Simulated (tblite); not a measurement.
Start geometry of `C=C1C[C@@H](CCl)[C@@H]1Cl` from a force field or distance geometry (Å):
```
atom  x, y, z in Å
C1    -2.513   -0.487   -0.451
C2    -1.227   -0.223   -0.285
C3     0.023   -1.107   -0.291
C4     0.648    0.054    0.525
C5     2.071    0.434    0.196
Cl6    3.192   -0.856    0.665
C7    -0.423    1.041   -0.005
Cl8   -1.052    2.267    1.147
H9    -3.250    0.311   -0.393
H10   -2.869   -1.496   -0.637
H11    0.451   -1.272   -1.285
H12   -0.046   -2.063    0.236
H13    0.542   -0.131    1.627
H14    2.373    1.344    0.717
H15    2.198    0.614   -0.883
H16   -0.127    1.580   -0.895
```

Problem. What comes out of this run: GFN2-xTB geometry optimisation, gas phase in tblite?

Solution. 
```
atom  x, y, z in Å
C1    -2.4602   -0.4273   -0.6662
C2    -1.2115   -0.2253   -0.3036
C3    -0.0160   -1.1135   -0.0791
C4     0.7045    0.0787    0.5873
C5     2.0689    0.4455    0.0458
Cl6    3.2497   -0.8279    0.4635
C7    -0.4543    0.9956    0.1420
Cl8   -1.2123    1.9664    1.4259
H9    -3.1717    0.3797   -0.7071
H10   -2.8170   -1.4089   -0.9277
H11    0.4590   -1.4448   -1.0017
H12   -0.1898   -1.9783    0.5572
H13    0.7479   -0.0192    1.6723
H14    2.4319    1.3760    0.4823
H15    2.0596    0.5231   -1.0421
H16   -0.1964    1.6890   -0.6603
```

The energy falls by 17.6 kJ/mol over 59 L-BFGS steps, the largest force on an atom goes from 1.42 to 0.008 eV/Å, and the atoms move by 0.260 Å rms after alignment. The bond that changes most is C4–H13 (four-membered-ring carbon to methine hydrogen), which shortens by 0.032 Å. Bonds longer at the end by more than 0.005 Å: 2 of 16; shorter: 12. Among the angles that change most is C2–C3–C4, from 83.9° to 88.8°. Among the dihedrals that turn most is C5–C4–C7–H16, from 28° to 11°. Rotational constants go from 2277, 784.3, 608.5 to 2429, 763.0, 611.9 MHz. The orientation of the end geometry is arbitrary; only internal coordinates are fixed.

Its GFN2-xTB frequencies are all real (lowest 48 cm⁻¹). One conformer, not necessarily the lowest. 3 starts were optimised and ended at 0.00, 0.00 and 0.29 kcal/mol (GFN2-xTB); the lowest of these is shown.

All values are computed, not measured.
